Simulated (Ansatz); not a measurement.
Species: C9H9NSSi, SMILES `[SiH3]c1cc2cccnc2cc1S` (C–C–S–H torsion 179°) (charge 0, multiplicity 1).

### Question
Give a relaxed geometry from Ansatz (a quantum-chemistry and plane-wave program) with PBE-D3(BJ)/def2-SVP.

### Answer
One answer among several that fit: the end point of this relaxation, one of several conformers (outside a Z-matrix the atoms follow the SMILES, hydrogens last).
Cartesian coordinates (Å) in one orientation:
```xyz
21

Si    -3.230    -1.196     0.295
C     -1.551    -0.339     0.121
C     -0.392    -1.112     0.139
C      0.906    -0.542     0.010
C      2.105    -1.304     0.024
C      3.322    -0.653    -0.110
C      3.322     0.764    -0.257
N      2.231     1.515    -0.276
C      1.024     0.887    -0.145
C     -0.159     1.676    -0.163
C     -1.415     1.089    -0.035
S     -2.916     2.038    -0.051
H     -4.087    -0.962    -0.919
H     -3.975    -0.692     1.501
H     -2.969    -2.669     0.446
H     -0.467    -2.206     0.258
H      2.051    -2.398     0.140
H      4.273    -1.206    -0.104
H      4.286     1.295    -0.365
H     -0.030     2.762    -0.282
H     -2.328     3.253    -0.226
```
